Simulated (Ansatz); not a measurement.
`C=C[SiH2]N[SiH2]O` + `N=CF` → `O[SiH2]/N=C/F` + `C=C[SiH2]N`  (ligand exchange at the Si–N bond)

Gas-phase electronic energies from Ansatz, PBE0-D4/def2-TZVP geometries. CCSD(T)/CBS adds triple-zeta CCSD(T) − MP2 to the extrapolated MP2 energy (def2 sets, frozen cores). This one scheme is used for every species. DFT in def2-TZVPP. HSE06 is defined as in plane-wave codes. One conformer a species, not always the lowest.

(1) Is it downhill or uphill in electronic energy at CCSD(T)/CBS, and by how much? (Estimate.)

(2) What do these levels give: r2SCAN0-D4, ωB97X-V, PBE, BLYP, r2SCAN0, HSE06, BHLYP, LC-ωPBE, RPA@PBE/def2-TZVPP, HF/def2-TZVPP, CCSD/def2-TZVPP, SCS-MP2/def2-QZVPP? (Estimate.)

Largest T1 diagnostic among the species: 0.013.

Answers

(1) Ansatz gave: Uphill: ΔE = +4.2 kcal/mol.

(2) Computed: r2SCAN0-D4 3.5, ωB97X-V 3.7, PBE 2.4, BLYP 1.2, r2SCAN0 3.0, HSE06 2.7, BHLYP 2.1, LC-ωPBE 2.9, RPA@PBE/def2-TZVPP 4.8, HF/def2-TZVPP 1.8, CCSD/def2-TZVPP 4.3, SCS-MP2/def2-QZVPP 3.5 kcal/mol.

The D4 term adds +2.0 kcal/mol with B3LYP and +1.2 kcal/mol with PBE0; it sums over pairs of atoms, weighted by their polarisabilities, and B3LYP, whose exchange is more repulsive, gets the larger term. At CCSD(T), def2-SVP lies +2.0 kcal/mol from the extrapolated value and def2-TZVPP +0.3 kcal/mol.

B3LYP here is the variant with VWN-RPA as its local correlation; programs differ in this.
